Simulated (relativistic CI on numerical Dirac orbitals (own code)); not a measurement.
## Radial parameters of Tb XLI

Computed by Dirac-Coulomb-Breit CI, KLI orbitals optimised for each configuration, model QED (radiative potential, 1s self-energy scaled to tabulated hydrogen-like ionisation energies), unscaled Slater integrals (own radial code, finite nucleus).

Slater integrals F^k, G^k are unscaled and averaged over j, outside the closed core [Ne]; ζ comes from projecting the Hamiltonian with its Breit term on Σ l·s of the shell.

- 3s2 3p6 3d7: F^2(3d,3d) = 499320, F^4(3d,3d) = 321990, ζ(3d) = 118080 cm⁻¹; <r>(3d) = 0.2039, <r^2>(3d) = 0.0483 (bohr units).
- 3s2 3p5 3d8: ζ(3p) = 900640, F^2(3d,3d) = 498440, F^4(3d,3d) = 321390, F^2(3p,3d) = 436010, G^1(3p,3d) = 470360, G^3(3p,3d) = 312140, ζ(3d) = 116960 cm⁻¹; <r>(3p) = 0.2271, <r^2>(3p) = 0.05969, <r>(3d) = 0.2042, <r^2>(3d) = 0.04846 (bohr units).
- 3s2 3p4 3d9: F^2(3p,3p) = 433570, ζ(3p) = 900010, F^2(3p,3d) = 435590, G^1(3p,3d) = 470340, G^3(3p,3d) = 311990, ζ(3d) = 115850 cm⁻¹; <r>(3p) = 0.2273, <r^2>(3p) = 0.0598, <r>(3d) = 0.2045, <r^2>(3d) = 0.04861 (bohr units).

Task: Give the Racah parameters of the d shell in 3s2 3p6 3d7.

Result: B = F²/49 − 5F⁴/441 = 6540 cm⁻¹ and C = 35F⁴/441 = 25555 cm⁻¹.

Averages of the first 10 configurations, taken without configuration mixing, which lowers the lowest level and can move excited configurations by several eV; other configurations of the list can lie among them:

```csv
Configuration,Parity,States,Average energy above the lowest level (eV)
3s2 3p6 3d7,even,120,54.8
3s2 3p5 3d8,odd,270,432.0
3s2 3p4 3d9,even,150,816.1
3s 3p6 3d8,even,90,734.2
3p6 3d9,even,10,1423.0
3s 3p5 3d9,odd,120,1110.1
3s2 3p6 3d6 4s,even,420,1281.8
3s2 3p6 3d6 4p,odd,1260,1394.7
3s2 3p4 3d8 4s,even,1350,2027.0
3s2 3p6 3d6 4d,even,2100,1535.4
```
